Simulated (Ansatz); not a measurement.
Consider the redistribution: `[NH2][Ga]([NH2])[SH]` + `CO[SiH](O)F` → `C[O][Ga]([NH2])[NH2]` + `O[SiH](F)S`.

Computed with Ansatz on PBE0-D4/def2-TZVP structures; ΔE is electronic, products minus reactants. CBS: MP2 limit from def2 TZ/QZ plus the TZ coupled-cluster correction, frozen cores. DFT in def2-TZVPP. For Ga outer-core shells are correlated without core-valence functions, which leaves a few kJ/mol of doubt a bond. Scalar relativity is left out up to krypton. Each species was taken in one conformer, which may not be the lowest.

`[NH2][Ga]([NH2])[SH]`:

Cartesian coordinates in Å:
```
N -1.173 0.012 1.097
Ga 0.064 0.035 -0.235
N 1.836 0.173 0.131
S -0.562 0.100 -2.347
H -2.123 -0.265 0.918
H -0.911 -0.192 2.048
H 2.527 0.078 -0.593
H 2.215 -0.063 1.033
H -1.872 0.122 -2.051
```

`CO[SiH](O)F`:

Cartesian coordinates in Å:
```
C -0.712 1.457 -0.017
O 0.319 0.530 -0.285
Si 0.394 -0.988 0.285
O 1.596 -1.770 -0.466
F -1.014 -1.685 0.009
H -0.738 1.725 1.044
H -1.690 1.059 -0.305
H -0.515 2.359 -0.597
H 0.632 -1.070 1.734
H 1.728 -1.617 -1.403
```

`C[O][Ga]([NH2])[NH2]`:

Cartesian coordinates in Å:
```
C -0.807 1.568 1.142
O -1.177 0.489 0.329
Ga 0.034 -0.584 -0.427
N 1.801 -0.211 -0.218
N -0.632 -1.988 -1.361
H -1.704 2.141 1.398
H -0.343 1.243 2.084
H -0.108 2.256 0.645
H 2.509 -0.895 -0.422
H 2.105 0.415 0.509
H -0.075 -2.461 -2.053
H -1.603 -1.974 -1.627
```

`O[SiH](F)S`:

```xyz
7

O    -0.620   -0.179    1.534
Si    0.288    0.215    0.247
F    -0.098    1.643   -0.349
S    -0.035   -1.217   -1.287
H    -1.543   -0.401    1.394
H     1.676    0.308    0.725
H     0.332   -0.369   -2.264
```

```json
{"species": "`[NH2][Ga]([NH2])[SH]`", "PBE-QIDH energy (Eh)": "-2434.75341"}
{"species": "`CO[SiH](O)F`", "PBE-QIDH energy (Eh)": "-580.65627"}
{"species": "`C[O][Ga]([NH2])[NH2]`", "PBE-QIDH energy (Eh)": "-2151.18474"}
{"species": "`O[SiH](F)S`", "PBE-QIDH energy (Eh)": "-864.18889"}
```

Work out ΔE.

ΔE = (-2151.18474) + (-864.18889) − (-2434.75341) − (-580.65627) = 0.03605 Eh = +22.6 kcal/mol. CCSD(T)/CBS gives +22.6 kcal/mol.

What do rigid-rotor, harmonic-oscillator terms from PBE0-D4/def2-TZVP frequencies (298.15 K, 1 bar) make of the CCSD(T)/CBS value? (Best estimate.)

Ansatz gave: ΔZPE = -0.3 kcal/mol, ΔH = +22.2 kcal/mol, ΔS = -1 J/(mol·K), ΔG = +22.2 kcal/mol. Modes under 50 cm⁻¹ make the entropy rough.

Largest T1 diagnostic among the species: 0.013.

From BLYP to BHLYP (50 % exact exchange), in def2-TZVPP and without D4, ΔE moves by +3.2 kcal/mol. In def2-TZVPP, CCSD(T) changes the Hartree–Fock value by −3.8 kcal/mol (the triples alone add −0.6 kcal/mol) and MP2 by −3.9 kcal/mol.
